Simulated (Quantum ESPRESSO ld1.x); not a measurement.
Results of a calculation; reference values are marked as such.
Problem. The mean radii <r> (bohr) of the occupied orbitals of an atom or ion are listed with their occupations. Level of theory: Dirac Kohn-Sham, PBEsol, spin-unpolarised, spherical densities, point nucleus (ld1.x of Quantum ESPRESSO 7.5).

| orbital | occ. | <r> |
|---|---|---|
| 1s1/2 | 2 | 0.03186 |
| 2s1/2 | 2 | 0.1380 |
| 2p1/2 | 2 | 0.1172 |
| 2p3/2 | 4 | 0.1221 |
| 3s1/2 | 2 | 0.3793 |
| 3p1/2 | 2 | 0.3713 |
| 3p3/2 | 4 | 0.3821 |
| 3d3/2 | 4 | 0.3556 |
| 3d5/2 | 6 | 0.3591 |
| 4s1/2 | 2 | 0.9394 |
| 4p1/2 | 1.66667 | 1.008 |
| 4p3/2 | 3.33333 | 1.038 |
| 4d3/2 | 3.6 | 1.347 |
| 4d5/2 | 5.4 | 1.363 |
| 5d3/2 | 0.4 | 5.850 |
| 5d5/2 | 0.6 | 5.879 |

Name the element and its charge. Open shells, if any, are shared by 2j + 1.

Solution. Z = 46, palladium, charge +1: Pd+ in [Ar] 3d10 4s2 4p5 4d9 5d1. The 1s radius gives Z: for a bare nucleus <r> = (2 gamma + 1)/(2Z) with gamma = sqrt(1 - (Z/c)^2), 0.03135 bohr for Z = 46, and screening makes it slightly larger (0.03186 here). The occupations add up to 45, and the charge is Z minus that.
